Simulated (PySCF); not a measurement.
F₆Ru (SMILES [F][Ru]([F])([F])([F])([F])[F]), triplet (typed; the unrestricted solution is spin-contaminated), geometry from GFN2-xTB (such geometries of metal compounds can be far from the true shape) (core potentials on Ru); PySCF with HF/def2-SV(P).

Here is a job for PySCF.
```python
from pyscf import gto, scf

mol = gto.M(
    atom='''
Ru    0.00000000   -0.00000000    0.00000000
F     1.11244871   -0.44890361   -1.39875666
F    -1.11244871    0.44890361    1.39875666
F    -1.15977093    0.80852538   -1.18186077
F    -0.90164630   -1.59384724   -0.20557649
F     0.90164630    1.59384724    0.20557649
F     1.15977093   -0.80852538    1.18186077
''',
    basis='def2-sv(p)',
    ecp={'Ru': 'def2-sv(p)'},
    spin=2,
    verbose=4,
)

mf = scf.UHF(mol)
mf.kernel()
```

What the program printed (banner, timings and long lists left out):

```
PySCF version 2.14.0

[INPUT] verbose = 4
[INPUT] num. atoms = 7
[INPUT] num. electrons = 70
[INPUT] charge = 0
[INPUT] spin (= nelec alpha-beta = 2S) = 2
[INPUT] symmetry False subgroup None
[INPUT] Mole.unit = angstrom
[INPUT] Symbol           X                Y                Z      unit          X                Y                Z       unit  Magmom
[INPUT]  1 Ru     0.000000000000   0.000000000000   0.000000000000 AA    0.000000000000   0.000000000000   0.000000000000 Bohr   0.0
[INPUT]  2 F      1.112448710000  -0.448903610000  -1.398756660000 AA    2.102223389526  -0.848304879229  -2.643267002311 Bohr   0.0
[INPUT]  3 F     -1.112448710000   0.448903610000   1.398756660000 AA   -2.102223389526   0.848304879229   2.643267002311 Bohr   0.0
[INPUT]  4 F     -1.159770930000   0.808525380000  -1.181860770000 AA   -2.191649424932   1.527891532960  -2.233393172668 Bohr   0.0
[INPUT]  5 F     -0.901646300000  -1.593847240000  -0.205576490000 AA   -1.703864568227  -3.011934767994  -0.388483263749 Bohr   0.0
[INPUT]  6 F      0.901646300000   1.593847240000   0.205576490000 AA    1.703864568227   3.011934767994   0.388483263749 Bohr   0.0
[INPUT]  7 F      1.159770930000  -0.808525380000   1.181860770000 AA    2.191649424932  -1.527891532960   2.233393172668 Bohr   0.0

nuclear repulsion = 480.386062136111
number of shells = 46
number of NR pGTOs = 194
number of NR cGTOs = 108
basis = def2-sv(p)
ecp = {'Ru': 'def2-sv(p)'}

******** <class 'pyscf.scf.uhf.UHF'> ********
method = UHF
initial guess = minao
damping factor = 0
level_shift factor = 0
DIIS = <class 'pyscf.scf.diis.CDIIS'>
diis_start_cycle = 1
diis_space = 8
diis_damp = 0
SCF conv_tol = 1e-09
SCF conv_tol_grad = None
SCF max_cycles = 50
direct_scf = True
direct_scf_tol = 1e-13
number electrons alpha = 36  beta = 34
Set gradient conv threshold to 3.16228e-05
init E= -679.482674441389

cycle= 1 E= -689.420679491804  delta_E= -9.94  |g|=  1.2  |ddm|= 2.51
cycle= 2 E= -688.698034087705  delta_E= 0.723  |g|= 1.76  |ddm|= 1.96
cycle= 3 E= -689.874617724916  delta_E= -1.18  |g|= 0.196  |ddm|= 1.28
cycle= 4 E= -689.891457250717  delta_E= -0.0168  |g|= 0.04  |ddm|= 0.203
cycle= 5 E= -689.893536536786  delta_E= -0.00208  |g|= 0.0223  |ddm|= 0.0572
cycle= 6 E= -689.894874824894  delta_E= -0.00134  |g|= 0.0152  |ddm|= 0.0545
cycle= 7 E= -689.89558758182  delta_E= -0.000713  |g|= 0.0112  |ddm|= 0.0402
cycle= 8 E= -689.896204590426  delta_E= -0.000617  |g|= 0.00798  |ddm|= 0.0505
cycle= 9 E= -689.896632890626  delta_E= -0.000428  |g|= 0.00603  |ddm|= 0.0449
cycle= 10 E= -689.896919089788  delta_E= -0.000286  |g|= 0.00636  |ddm|= 0.035
cycle= 11 E= -689.897058133043  delta_E= -0.000139  |g|= 0.00623  |ddm|= 0.0173
cycle= 12 E= -689.896930816512  delta_E= 0.000127  |g|= 0.00588  |ddm|= 0.016
cycle= 13 E= -689.896976967631  delta_E= -4.62e-05  |g|= 0.00601  |ddm|= 0.00588
cycle= 14 E= -689.896937866829  delta_E= 3.91e-05  |g|= 0.00597  |ddm|= 0.00518
cycle= 15 E= -689.896203957287  delta_E= 0.000734  |g|= 0.0073  |ddm|= 0.094
cycle= 16 E= -689.897336534586  delta_E= -0.00113  |g|= 0.0105  |ddm|= 0.148
cycle= 17 E= -689.896940191621  delta_E= 0.000396  |g|= 0.00981  |ddm|= 0.0505
cycle= 18 E= -689.896436561137  delta_E= 0.000504  |g|= 0.0106  |ddm|= 0.0655
cycle= 19 E= -689.896649027388  delta_E= -0.000212  |g|= 0.00896  |ddm|= 0.0253
cycle= 20 E= -689.896682263143  delta_E= -3.32e-05  |g|= 0.00956  |ddm|= 0.0219
cycle= 21 E= -689.896917223445  delta_E= -0.000235  |g|= 0.0105  |ddm|= 0.0409
cycle= 22 E= -689.896989211345  delta_E= -7.2e-05  |g|= 0.0129  |ddm|= 0.0699
cycle= 23 E= -689.896178314589  delta_E= 0.000811  |g|= 0.0147  |ddm|= 0.0954
cycle= 24 E= -689.896824377555  delta_E= -0.000646  |g|= 0.0105  |ddm|= 0.0922
cycle= 25 E= -689.898035547964  delta_E= -0.00121  |g|= 0.0115  |ddm|= 0.181
cycle= 26 E= -689.897892103976  delta_E= 0.000143  |g|= 0.0121  |ddm|= 0.0479
cycle= 27 E= -689.89737071448  delta_E= 0.000521  |g|= 0.00846  |ddm|= 0.0825
cycle= 28 E= -689.896261712329  delta_E= 0.00111  |g|= 0.0116  |ddm|= 0.157
cycle= 29 E= -689.896244013894  delta_E= 1.77e-05  |g|= 0.0125  |ddm|= 0.0279
cycle= 30 E= -689.896280434787  delta_E= -3.64e-05  |g|= 0.0141  |ddm|= 0.0602
cycle= 31 E= -689.895836817641  delta_E= 0.000444  |g|= 0.0164  |ddm|= 0.0985
cycle= 32 E= -689.896910709659  delta_E= -0.00107  |g|= 0.0123  |ddm|= 0.195
cycle= 33 E= -689.896997929631  delta_E= -8.72e-05  |g|= 0.0114  |ddm|= 0.05
cycle= 34 E= -689.897109599547  delta_E= -0.000112  |g|= 0.00886  |ddm|= 0.0403
cycle= 35 E= -689.896912898988  delta_E= 0.000197  |g|= 0.00555  |ddm|= 0.113
cycle= 36 E= -689.896520606097  delta_E= 0.000392  |g|= 0.00825  |ddm|= 0.0631
cycle= 37 E= -689.896501781589  delta_E= 1.88e-05  |g|= 0.00929  |ddm|= 0.00885
cycle= 38 E= -689.896400626694  delta_E= 0.000101  |g|= 0.0104  |ddm|= 0.022
cycle= 39 E= -689.896598945633  delta_E= -0.000198  |g|= 0.00671  |ddm|= 0.038
cycle= 40 E= -689.896637209956  delta_E= -3.83e-05  |g|= 0.00571  |ddm|= 0.0132
cycle= 41 E= -689.896841081576  delta_E= -0.000204  |g|= 0.00486  |ddm|= 0.0474
cycle= 42 E= -689.896866886301  delta_E= -2.58e-05  |g|= 0.00368  |ddm|= 0.0991
cycle= 43 E= -689.896875213095  delta_E= -8.33e-06  |g|= 0.00334  |ddm|= 0.0673
cycle= 44 E= -689.897069148313  delta_E= -0.000194  |g|= 0.00319  |ddm|= 0.0782
cycle= 45 E= -689.897040264502  delta_E= 2.89e-05  |g|= 0.0025  |ddm|= 0.0199
cycle= 46 E= -689.897120836935  delta_E= -8.06e-05  |g|= 0.00225  |ddm|= 0.0311
cycle= 47 E= -689.89714364641  delta_E= -2.28e-05  |g|= 0.00219  |ddm|= 0.0212
cycle= 48 E= -689.897246545337  delta_E= -0.000103  |g|= 0.00199  |ddm|= 0.0476
cycle= 49 E= -689.897286854207  delta_E= -4.03e-05  |g|= 0.00324  |ddm|= 0.0246
cycle= 50 E= -689.897316549771  delta_E= -2.97e-05  |g|= 0.00178  |ddm|= 0.0251
SCF not converged.
SCF energy = -689.897316549771 after 50 cycles  <S^2> = 2.1205791  2S+1 = 3.079337
```

The run did not converge; its last values are not results.
